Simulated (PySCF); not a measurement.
RuO3(NMe), CH3NO3Ru (singlet state).
Bonds: Ru1–O2, Ru1–O3, Ru1–O4, Ru1–N5, N5–C6. Hydrogens: H7, H8, H9 on C6.

Computed with PBE0-D3(BJ)/def2-SVP geometry optimisation, gas phase, def2 core potentials past Kr (PySCF 2.14.0).

**Question.** What internal coordinates does the optimisation give?

**Answer.** 
```tsv
bond	length (Å)
Ru1–O2, Ru1–O3, Ru1–O4	1.680
Ru1–N5	1.684
N5–C6	1.402
C6–H7, C6–H8, C6–H9	1.104
```

Bonds in one row agree within 0.01 Å and their mean is given. A selection of angles:
```tsv
angle	degrees
O2–Ru1–O3	109.9
O2–Ru1–N5	109.0
Ru1–N5–C6	178.7
N5–C6–H7	110.3
H7–C6–H8	108.6
```

Ru1 (ruthenium bonded to N and 3 O) is tetrahedral (angles from 108.9° to 110.0°). All 3 O–Ru bonds measure 1.679 to 1.680 Å.

Point group: near C3v, missed by 0.16 Å at most; the miss may be what the optimiser left on a soft mode (C3 holds within 0.08 Å). No frequency check.

On one thread of an Arm Neoverse V2, shared host, this took 47 s. That covers the optimisation of the geometry.
